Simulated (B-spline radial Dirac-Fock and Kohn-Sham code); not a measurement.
**Dipole and non-dipole photoemission parameters of Ho⁺ 5s**

System: the Ho⁺ ion in the configuration 1s2 2s2 2p6 3s2 3p6 3d10 4s2 4p6 4d10 4f11 5s2 5p6 6s1; threshold 61.73 eV (orbital energy of the model). Level of theory: Dirac-Hartree-Slater photoionisation with a Latter tail; cross sections with all multipoles, angular parameters from the dipole term and its interference with E2; a B-spline atomic structure program.

For linearly polarised light dσ/dΩ = σ/(4π) [1 + β P₂(cos θ) + (δ + γ cos²θ) sin θ cos φ], with θ from the polarisation vector and φ the angle between the beam and the projection of the electron momentum on the plane normal to the polarisation.

```csv
hν (eV),σ (kb),β,γ
82.8,78.5,1.231,-0.236
94,84.1,1.455,-0.140
100,85.9,1.532,-0.092
121,85.8,1.685,0.035
167,71.9,1.802,0.180
197,62.6,1.836,0.232
300,40.1,1.888,0.331
316,?,?,?
369,31.0,1.903,0.363
392,28.6,1.907,0.370
408,27.1,1.910,0.374
709,12.6,1.935,0.387
751,11.5,1.936,0.383
940,8.23,1.943,0.359
1000,7.48,1.945,0.350
1486.9,3.98,1.954,0.258
2010,2.40,1.959,0.161
2050,2.32,1.959,0.154
2310,1.89,1.961,0.110
2330,1.86,1.961,0.107
2430,1.73,1.962,0.092
4000,0.704,1.967,-0.077
4770,0.507,1.968,-0.118
5100,0.447,1.969,-0.128
6000,0.328,1.970,-0.141
7520,0.211,1.971,-0.118
9251.7,0.140,1.972,-0.047
11300,0.0932,1.972,0.071
13900,0.0607,1.972,0.248
15000,0.0518,1.972,0.330
```

**Question.** Give the values at 316 eV.

**Answer.** σ = 37.7 kb, β = 1.892, γ = 0.340. For an s subshell δ is negligible.

Values without a named source are computed, but for edge energies of neutral atoms, which are taken from tables.
